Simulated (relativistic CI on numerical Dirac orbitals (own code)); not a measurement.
# Hg⁴⁺: 4d photoemission

Computed with this model: Dirac-Coulomb-Breit CI, separate exchange-only KLI orbitals for each configuration, QED by a radiative potential, valence Slater integrals scaled by 0.8, multiplet model of photoemission in the sudden approximation; configurations [Xe] 4f14 5d8 → [Kr] 4d9 4f14 5s2 5p6 5d8; 300 K; Lorentzian 3.5 eV and Gaussian 0.6 eV FWHM. Energies are those of the free ion, without screening or charge transfer. The energies are binding energies and can lie tens of eV above those of solids. S is read from ⟨S²⟩ = S(S + 1).

Field parameters in Wybourne normalisation: Oh B⁴₀ = 21Dq, B⁴₄ = √(5/14) B⁴₀. The field is a parameter set, without covalency.

free ion: ground-state S = 0.96, centroid 430.53 eV. Peaks (eV, height): 422.0 (100), 442.4 (77).

Oh, 10Dq = 23450 cm⁻¹: ground-state S = 0.99, centroid 430.62 eV. Peaks (eV, height): 422.4 (100), 442.4 (73).

Strongest unbroadened transitions for free ion:

```tsv
Energy (eV)	Relative strength
421.73	54.1
421.78	84.1
421.98	100.0
422.31	21.1
422.43	21.8
422.88	22.1
424.14	43.1
424.39	4.4
425.24	6.7
425.37	6.6
425.63	9.6
426.23	1.9
426.43	2.6
442.06	49.1
442.30	70.5
442.62	40.3
442.69	84.7
443.64	6.5
```
